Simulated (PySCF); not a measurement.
2,2-dichloropropane (C₃H₆Cl₂), SMILES ClC(C)(Cl)C. Heavy atoms are numbered as in [CH3:1][C:2]([CH3:3])([Cl:4])[Cl:5]. Hydrogens are named by the atom that carries them.

Coordinates come from a PBE0-D3(BJ)/def2-SVP optimisation.

The numbers are results of ωB97X/def2-TZVP in PySCF, not measurements.

Atomic charges (e), one atom of each kind:

```json
[
 {"atom": "C1 (CH3)", "Löwdin": "-0.32", "IAO": "-0.41"},
 {"atom": "C2", "Löwdin": "-0.79", "IAO": "0.10"},
 {"atom": "Cl4", "Löwdin": "0.32", "IAO": "-0.10"},
 {"atom": "H on C1", "Löwdin": "0.13", "IAO": "0.15"}
]
```

Problem. Give the Mayer and Wiberg (Löwdin basis) orders of the bonds. (An estimate is asked for; the answer gives what the named calculation found.)

Solution. 
| bond | Mayer | Wiberg |
|---|---|---|
| C1–C2 | 0.98 | 1.28 |
| C2–C3 | 0.98 | 1.28 |
| C2–Cl4 | 1.10 | 1.52 |
| C2–Cl5 | 1.10 | 1.52 |
